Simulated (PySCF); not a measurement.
Species: `CC(C)[SiH2]CF`. The columns A, B, C and D hold Mulliken, IAO, Hirshfeld and ESP-fitted charges (e) of one PBE0/pcSseg-1 density (PySCF), in a shuffled order. Coordinates in Å (PBE0-D3(BJ)/def2-SVP); the density's dipole moment is (-0.30, -0.98, -1.10) D.

```csv
atom,x,y,z,A,B,C,D
C1,-0.797,0.115,1.301,-0.252,-0.457,-0.117,-0.408
C2,-0.726,-0.364,-0.150,-0.609,+0.320,-0.103,-0.360
C3,-2.084,-0.291,-0.845,-0.246,-0.563,-0.115,-0.404
Si4,0.597,0.574,-1.125,+0.616,+0.289,+0.331,+0.737
C5,2.327,0.312,-0.372,-0.144,-0.068,-0.065,-0.234
F6,2.370,0.771,0.934,-0.340,-0.223,-0.116,-0.322
H7,0.176,0.041,1.808,+0.138,+0.116,+0.033,+0.147
H8,-1.531,-0.476,1.874,+0.116,+0.109,+0.037,+0.132
H9,-1.114,1.170,1.354,+0.115,+0.113,+0.037,+0.133
H10,-0.389,-1.419,-0.153,+0.145,-0.012,+0.035,+0.133
H11,-2.846,-0.855,-0.281,+0.119,+0.141,+0.039,+0.135
H12,-2.053,-0.702,-1.866,+0.121,+0.128,+0.039,+0.136
H13,-2.442,0.750,-0.917,+0.117,+0.139,+0.038,+0.132
H14,0.662,0.077,-2.537,-0.087,-0.120,-0.082,-0.125
H15,0.289,2.039,-1.139,-0.068,-0.091,-0.080,-0.120
H16,2.595,-0.760,-0.381,+0.128,+0.078,+0.043,+0.141
H17,3.099,0.841,-0.959,+0.133,+0.104,+0.044,+0.146
```

Task: Which column most likely holds the ESP-fitted charges?

Result: B. Σ q r misses the density's dipole by 0.01 D (B), 0.62 D (C), 2.08 D (D), 2.12 D (A). Charges fitted to the outside potential are the only set here that is tied to the molecule's multipoles.

Task: And the Hirshfeld charges?

Result: C. The mean sizes are 0.080 e (C), 0.181 e (B), 0.205 e (A), 0.232 e (D), and Hirshfeld charges are commonly the smallest of these schemes.

As computed, A = Mulliken, B = ESP-fitted, C = Hirshfeld, D = IAO. Hydrogens on carbon: Mulliken +0.12 to +0.15, ESP-fitted -0.01 to +0.14, Hirshfeld +0.03 to +0.04, IAO +0.13 to +0.15 e.

The ESP scheme is a least-squares fit of atom-centred charges to the potential on four shells outside the van der Waals surface, with the total charge fixed. The IAO scheme projects the occupied orbitals on a minimal set of polarised atomic orbitals and counts the electrons in each atom's part of it.

The structure is a single PBE0-D3(BJ)/def2-SVP conformer in the gas phase; no vibrational or solvent corrections.

Shape of the structure used: `[CH3:1][CH:2]([CH3:3])[SiH2:4][CH2:5][F:6]`: C1–C2–Si4–C5 61°, C2–Si4–C5–F6 -60°.
